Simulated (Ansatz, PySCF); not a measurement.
Noncovalent pair: NH3 (SMILES N) (first 4 atoms) with C2H6O (SMILES COC); geometry from B3LYP-D3(BJ)/def2-TZVP, rigid monomers moved along the line of their centres of mass till H4···O6 is 3.95 Å.
(charge 0, multiplicity 1):
```xyz
13

N      0.49795    -0.02045     0.16662
H     -0.03699     0.56947    -0.46041
H      0.69135    -0.88318    -0.32900
H     -0.09862    -0.24790     0.95762
C     -0.59779     1.19639     5.04784
O     -0.72281    -0.19949     4.85445
C      0.44342    -0.89860     5.24503
H      0.22250     1.60586     4.44706
H     -0.41960     1.43362     6.10409
H     -1.53601     1.65252     4.73504
H      1.30977    -0.58246     4.65258
H      0.25839    -1.95840     5.07556
H      0.66103    -0.73924     6.30850
```

Counterpoise-corrected where a basis set is named; no monomer relaxation.

Correlated levels freeze the cores.

Run with Ansatz (Gaussian basis) for Hartree–Fock, density functionals and correlated methods; PySCF for the dispersion terms. Values without a source in brackets are computed.

PBE/def2-TZVPPD gives -0.52 kcal/mol for the interaction energy.

### Question
Predict the shift from PBE, with its sign, for: PBE-D3(BJ)/def2-TZVPPD, r2SCAN/def2-TZVPPD, B3LYP/def2-TZVPPD, wB97M-V/def2-TZVPPD, MP2/aug-cc-pVDZ, CCSD(T)/aug-cc-pVDZ.

### Answer
PBE-D3(BJ)/def2-TZVPPD -0.20; r2SCAN/def2-TZVPPD 0.01; B3LYP/def2-TZVPPD 0.13; wB97M-V/def2-TZVPPD -0.16; MP2/aug-cc-pVDZ -0.16; CCSD(T)/aug-cc-pVDZ -0.14 kcal/mol. 2 of 6 lie above PBE; the widest gap is to PBE-D3(BJ)/def2-TZVPPD.

Ansatz is a first-principles code.
